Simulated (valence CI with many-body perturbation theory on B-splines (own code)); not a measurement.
## Questions on Lu³⁹⁺

Computed by relativistic CI+MBPT: four valence electrons over a frozen Dirac-Fock core [Ar] 3d10, radial functions for each j: 9 s, 9 p, 8 d, 6 f, 3 g, 1 h, with the one-electron correlation potential Σ1, the two-electron term Σ2, the three-electron term Σ3, Breit, model QED; selected CI, second order for the rest (own B-spline code, finite nucleus).

The last digits are not significant, and no measured levels were compared; by estimate large intervals hold to a few tenths of a per cent, small ones and those within an open d or f shell to about a per cent.

Levels are named by their leading jj configuration (3d3/2^4 stands for four electrons in 3d with j = 3/2), which in mixed levels can hold well under half, so a name can repeat and another be missing.

Rates and lifetimes use the calculated energies. Strong lines usually hold to 10 to 20 %, long lifetimes can be off by a factor of two.

What is the ground level?

(4s^2 4p1/2^2) J=0, composition 71 % 4s²4p² ³P + 29 % 4s²4p² ¹S.

Among levels below 2863100 cm⁻¹, which E1 lines absorb most strongly from the ground level?

to (4s^2 4p1/2 4d3/2) J=1 at 5.349 nm, f = 1.59; to (4s 4p1/2^2 4p3/2) J=1 at 7.089 nm, f = 0.519; to (4s 4p1/2 4p3/2^2) J=1 at 4.927 nm, f = 0.0400.

What are the static dipole polarisabilities of the lowest levels?

(4s^2 4p1/2^2) J=0 0.0389; (4s^2 4p1/2 4p3/2) J=1 0.0453 (tensor 0.0016); (4s^2 4p1/2 4p3/2) J=2 0.0451 (tensor 0.0030) bohr³, of which the core gives 0.00260.

What is the ionisation energy?

1877 eV; NIST lists 1875 ± 4 eV (theoretical).

How well does LS coupling describe the low levels?

Among the lowest 20 levels the leading LS term, summed over configurations, holds 62 % on average. For single configurations the figures are 60 % in LS and 88 % in jj coupling. Terms mix most in the J = 2 level at 1975200 cm⁻¹, where the leading one holds 38 %.

Where does the other parity begin?

At (4s 4p1/2^2 4p3/2) J=2, 1299400 cm⁻¹.

Name the longest-lived excited levels whose lifetime is computed, and their main decay.

(4s^2 4p1/2 4p3/2) J=2 at 617880 cm⁻¹ lives 16.3 μs, mostly by E2 to (4s^2 4p1/2^2) J=0; (4s^2 4p3/2 4d5/2) J=4 at 2499000 cm⁻¹ lives 469 ns, mostly by M1 to (4s^2 4p1/2 4d5/2) J=3; (4s^2 4p1/2 4p3/2) J=1 at 585390 cm⁻¹ lives 396 ns, mostly by M1 to (4s^2 4p1/2^2) J=0.
